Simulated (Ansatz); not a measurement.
One change: `CCCO[SiH3]` becomes `CCCCCl`.

Ansatz, PBE0-D4/def2-TZVP geometries, multiplicity 1. Each molecule was computed in one conformer, which needn't be the lowest.

```json
{"property": "HOMO–LUMO gap (B3LYP/def2-TZVPP) / eV", "`CCCO[SiH3]`": "8.02"}
{"property": "LUMO energy (PBE/def2-TZVPP) / eV", "`CCCO[SiH3]`": "-0.50"}
{"property": "HOMO–LUMO gap (PBE/def2-TZVPP) / eV", "`CCCO[SiH3]`": "6.08"}
{"property": "LUMO energy (PBE0/def2-TZVPP) / eV", "`CCCO[SiH3]`": "0.37"}
{"property": "size of the dipole moment (PBE/def2-TZVPP) / D", "`CCCO[SiH3]`": "1.08"}
{"property": "size of the dipole moment (ωB97M-V/def2-TZVPP) / D", "`CCCO[SiH3]`": "1.12"}
```

Question: What does the change do to each property? (Estimate.)

Answer: Ansatz gave: 
```json
{"property": "HOMO–LUMO gap (B3LYP/def2-TZVPP) / eV", "`CCCCCl`": "8.62", "shift": "0.60"}
{"property": "LUMO energy (PBE/def2-TZVPP) / eV", "`CCCCCl`": "-0.11", "shift": "0.39"}
{"property": "HOMO–LUMO gap (PBE/def2-TZVPP) / eV", "`CCCCCl`": "6.70", "shift": "0.62"}
{"property": "LUMO energy (PBE0/def2-TZVPP) / eV", "`CCCCCl`": "0.97", "shift": "0.60"}
{"property": "size of the dipole moment (PBE/def2-TZVPP) / D", "`CCCCCl`": "1.91", "shift": "0.83"}
{"property": "size of the dipole moment (ωB97M-V/def2-TZVPP) / D", "`CCCCCl`": "1.97", "shift": "0.85"}
```

With PBE0 the HOMO falls by 0.13 eV and the LUMO rises by 0.60 eV, so the gap widens by about 0.73 eV. PBE moves the HOMO by -0.23 eV and ωB97M-V by -0.07 eV. Dipoles are sizes alone; their direction can turn.

B3LYP here is the variant with VWN-RPA as its local correlation; programs differ in this.
